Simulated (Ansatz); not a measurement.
C$_{9}$H$_{20}$ (`CCCCCC(C)(C)C`) at its PBE0-D4/def2-TZVP geometry, where that method's forces vanish. Total charge 0; spin multiplicity 1.

```
atom   x (Å)   y (Å)   z (Å)
  C1   0.271   1.216  -3.050
  C2   1.058   1.879  -1.932
  C3   0.216   2.234  -0.711
  C4  -0.501   1.063  -0.047
  C5   0.444  -0.014   0.462
  C6  -0.193  -1.191   1.214
  C7  -0.911  -0.712   2.473
  C8  -1.178  -1.935   0.316
  C9   0.925  -2.149   1.620
 H10  -0.129   0.245  -2.745
 H11  -0.576   1.837  -3.358
 H12   0.897   1.049  -3.930
 H13   1.521   2.796  -2.311
 H14   1.888   1.229  -1.635
 H15  -0.531   2.981  -1.005
 H16   0.859   2.723   0.031
 H17  -1.096   1.455   0.783
 H18  -1.217   0.629  -0.752
 H19   1.186   0.453   1.123
 H20   1.011  -0.427  -0.381
 H21  -1.293  -1.562   3.045
 H22  -0.233  -0.150   3.122
 H23  -1.761  -0.068   2.236
 H24  -0.693  -2.268  -0.607
 H25  -1.571  -2.820   0.825
 H26  -2.030  -1.309   0.042
 H27   1.651  -1.651   2.269
 H28   1.461  -2.521   0.742
 H29   0.527  -3.012   2.161
```

Question: For each bond, give half the difference of the two atoms' forces along it (eV/Å; positive pushes the atoms apart) under PBE-D4, r2SCAN-D4, B3LYP-D4, ωB97M-V in def2-TZVPP. (Estimate.)

Answer: Computed: 
```json
{"bond": "C1–C2", "length (Å)": "1.520", "PBE-D4": "0.01", "r2SCAN-D4": "0.11", "B3LYP-D4": "0.19", "ωB97M-V": "0.18"}
{"bond": "C1–H11", "length (Å)": "1.094", "PBE-D4": "0.11", "r2SCAN-D4": "-0.03", "B3LYP-D4": "-0.06", "ωB97M-V": "-0.07"}
{"bond": "C2–H13", "length (Å)": "1.095", "PBE-D4": "0.10", "r2SCAN-D4": "-0.05", "B3LYP-D4": "-0.11", "ωB97M-V": "-0.11"}
{"bond": "C2–H14", "length (Å)": "1.095", "PBE-D4": "0.11", "r2SCAN-D4": "-0.05", "B3LYP-D4": "-0.11", "ωB97M-V": "-0.11"}
{"bond": "C3–C4", "length (Å)": "1.525", "PBE-D4": "0.01", "r2SCAN-D4": "0.09", "B3LYP-D4": "0.13", "ωB97M-V": "0.13"}
{"bond": "C3–H16", "length (Å)": "1.096", "PBE-D4": "0.10", "r2SCAN-D4": "-0.04", "B3LYP-D4": "-0.11", "ωB97M-V": "-0.10"}
{"bond": "C4–C5", "length (Å)": "1.520", "PBE-D4": "-0.02", "r2SCAN-D4": "0.07", "B3LYP-D4": "0.14", "ωB97M-V": "0.13"}
{"bond": "C4–H17", "length (Å)": "1.094", "PBE-D4": "0.11", "r2SCAN-D4": "-0.05", "B3LYP-D4": "-0.12", "ωB97M-V": "-0.10"}
{"bond": "C4–H18", "length (Å)": "1.094", "PBE-D4": "0.12", "r2SCAN-D4": "-0.05", "B3LYP-D4": "-0.11", "ωB97M-V": "-0.11"}
{"bond": "C6–C8", "length (Å)": "1.527", "PBE-D4": "0.02", "r2SCAN-D4": "0.08", "B3LYP-D4": "0.13", "ωB97M-V": "0.09"}
{"bond": "C7–H21", "length (Å)": "1.094", "PBE-D4": "0.10", "r2SCAN-D4": "-0.03", "B3LYP-D4": "-0.08", "ωB97M-V": "-0.06"}
{"bond": "C7–H23", "length (Å)": "1.092", "PBE-D4": "0.10", "r2SCAN-D4": "-0.04", "B3LYP-D4": "-0.08", "ωB97M-V": "-0.07"}
{"bond": "C8–H24", "length (Å)": "1.094", "PBE-D4": "0.10", "r2SCAN-D4": "-0.03", "B3LYP-D4": "-0.07", "ωB97M-V": "-0.06"}
{"bond": "C8–H25", "length (Å)": "1.094", "PBE-D4": "0.10", "r2SCAN-D4": "-0.03", "B3LYP-D4": "-0.08", "ωB97M-V": "-0.06"}
```

B3LYP here is the variant with VWN-RPA as its local correlation; programs differ in this.
